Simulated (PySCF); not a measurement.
Molecule: SMILES OCCC#[N+][AlH3-], C3H8AlNO.

Molfile (atoms numbered from 1):
```
C3H8AlNO
     RDKit          3D

 14 13  0  0  0  0  0  0  0  0999 V2000
   -1.1798   -1.3370   -0.2620 O   0  0  0  0  0  0  0  0  0  0  0  0
   -1.7119   -0.0790   -0.4682 C   0  0  0  0  0  0  0  0  0  0  0  0
   -1.3652    0.8951    0.6917 C   0  0  0  0  0  0  0  0  0  0  0  0
    0.0757    0.9064    0.7932 C   0  0  0  0  0  0  0  0  0  0  0  0
    1.2100    0.7197    0.6898 N   0  0  0  0  0  0  0  0  0  0  0  0
    2.6447   -0.4577   -0.1686 Al  0  0  0  0  0  4  0  0  0  0  0  0
   -0.2569   -1.3735   -0.5775 H   0  0  0  0  0  0  0  0  0  0  0  0
   -1.3842    0.3817   -1.4188 H   0  0  0  0  0  0  0  0  0  0  0  0
   -2.8105   -0.1584   -0.5032 H   0  0  0  0  0  0  0  0  0  0  0  0
   -1.7860    0.5267    1.6401 H   0  0  0  0  0  0  0  0  0  0  0  0
   -1.7477    1.9114    0.5079 H   0  0  0  0  0  0  0  0  0  0  0  0
    3.4992    0.5634   -1.0476 H   0  0  0  0  0  0  0  0  0  0  0  0
    1.5102   -1.3019   -0.9816 H   0  0  0  0  0  0  0  0  0  0  0  0
    3.3013   -1.1966    1.0835 H   0  0  0  0  0  0  0  0  0  0  0  0
  1  2  1  0
  2  3  1  0
  3  4  1  0
  4  5  3  0
  5  6  1  0
  1  7  1  0
  2  8  1  0
  2  9  1  0
  3 10  1  0
  3 11  1  0
  6 12  1  0
  6 13  1  0
  6 14  1  0
M  CHG  2   5   1   6  -1
M  END
```

Geometry PBE0-D3(BJ)/def2-SVP throughout; GIAO in PySCF 2.14.0 with density-fitted response routines, gas phase, one conformer, non-relativistic; equivalent atoms averaged; functional PBE0.

For orientation, STO-3G gives these absolute shieldings σ: O1 339.6, C4 134.3, C2 179.1, C3 209.0, N5 122.0, Al6 438.3, H10/H11 30.35, H12/H13/H14 31.47, H7 32.28 ppm.

A run gave: O1 284.1, C4 44.9, C2 121.2, C3 159.7, N5 17.1, Al6 436.4, H10/H11 28.88, H12/H13/H14 27.22, H7 28.05 ppm (absolute shieldings σ).

Q: Which basis set was used in that run?
A. 6-31G
B. 6-31G*
C. def2-SVP
D. def2-TZVP
E. pcSseg-1

A: E. C4 tells them apart best: pcSseg-1 gives 44.9, 6-31G gives 72.1, 6-31G* gives 71.3, def2-SVP gives 66.2, def2-TZVP gives 48.4 ppm.
